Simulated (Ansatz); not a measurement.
Consider the atomization: `F[Si]1(F)CCN1` → 2 C• + 2 F• + 5 H• + N• + Si•.

Computed with Ansatz on PBE0-D4/def2-TZVP structures; ΔE is electronic, products minus reactants. CCSD(T)/CBS is the MP2 limit (def2-TZVPP, def2-QZVPP) plus CCSD(T) − MP2 in def2-TZVPP, frozen cores. This one scheme is used for every species, atoms too. DFT in def2-TZVPP. HSE06 is defined as in plane-wave codes. No spin–orbit coupling; open shells (•) take unrestricted orbitals. Spin–orbit coupling would lower the free atoms: a little for C, F, Si.

`F[Si]1(F)CCN1`:

Cartesian coordinates in Å:
```
F 2.229 -0.222 1.202
Si 0.675 -0.415 0.939
F 0.190 -1.160 2.255
C -0.315 1.010 0.291
C -0.546 0.113 -0.960
N 0.216 -1.074 -0.538
H -1.230 1.254 0.828
H 0.230 1.928 0.075
H -0.143 0.567 -1.870
H -1.607 -0.105 -1.117
H 0.302 -1.896 -1.105
```

| level | ΔE (kJ/mol) | difference from CCSD(T)/CBS |
| --- | --- | --- |
| LDA (SPW92) | 5251.3 | 678.3 |
| B97M-V | 4568.8 | -4.2 |
| HSE06-D4 | 4571.5 | -1.5 |
| BHLYP-D4 | 4409.0 | -164.0 |
| CAM-B3LYP-D4 | 4589.4 | 16.4 |
| ωB97X-V | 4583.2 | 10.2 |
| revPBE | 4456.8 | -116.2 |
| r2SCAN | 4561.1 | -11.9 |
| r2SCAN0 | 4482.5 | -90.5 |
| HSE06 | 4553.7 | -19.3 |
| CAM-B3LYP | 4570.0 | -3.0 |
| HF/def2-SVP | 3281.8 | -1291.2 |
| CCSD(T)/def2-SVP | 4253.3 | -319.7 |
| HF/def2-QZVPP | 3324.4 | -1248.6 |
| SCS-MP2/def2-QZVPP | 4604.4 | 31.4 |
| MP2/CBS(def2) | 4694.1 | 121.1 |
| CCSD(T)/CBS | 4573.0 | 0 |

(1) What do rigid-rotor, harmonic-oscillator terms from PBE0-D4/def2-TZVP frequencies (298.15 K, 1 bar) make of the CCSD(T)/CBS value? (Best estimate.)

Largest T1 diagnostic among the species: 0.012.

Results:

(1) Computed: ΔZPE = -206.0 kJ/mol, ΔH = +4415.7 kJ/mol, ΔS = 1198 J/(mol·K), ΔG = +4058.3 kJ/mol. Open shells count their whole term as degenerate.

At CCSD(T), def2-SVP lies −319.7 kJ/mol from the extrapolated value and def2-TZVPP −133.1 kJ/mol: correlation converges slowly with the basis, and small sets miss more of it in the bonded molecule than in its fragments. In def2-TZVPP, CCSD(T) changes the Hartree–Fock value by +1127.5 kJ/mol (the triples alone add +69.6 kJ/mol) and MP2 by +1248.6 kJ/mol; breaking electron pairs costs correlation energy, which Hartree–Fock lacks. From r2SCAN to r2SCAN0 (25 % exact exchange), in def2-TZVPP and without D4, ΔE moves by −78.6 kJ/mol: exact exchange takes away binding that semilocal exchange gives to molecules.

For atomizations the MP2-based limit and the directly extrapolated one differ by several kJ/mol either way, and by 10 to 25 for some Ge, Se and Sn compounds, so smaller differences from it don't rank the levels.
